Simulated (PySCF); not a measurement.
In(H)2(OMe) (CH5InO), SMILES C[O][InH2]. Heavy atoms are numbered as in [InH2:1][O:4][CH3:5]. Hydrogens are named by the atom that carries them.

Geometry: B3LYP-D3(BJ)/def2-SVP. The def2 effective core potentials stand for the cores of In; spin–orbit coupling is left out.

Method: HF/def2-TZVPD (PySCF).

Mulliken values depend strongly on the basis, most of all with diffuse functions as here. ESP charges are fitted to the potential on shells at 1.4 to 2.0 van der Waals radii. Atomic charges (e), one atom of each kind:

```csv
atom,ESP fit,Mulliken
In1 (InH2),0.98,0.82
H on In1,-0.26,-0.12
O4,-0.61,-0.77
C5 (CH3),0.16,-0.18
H on C5,-0.01,0.15
```
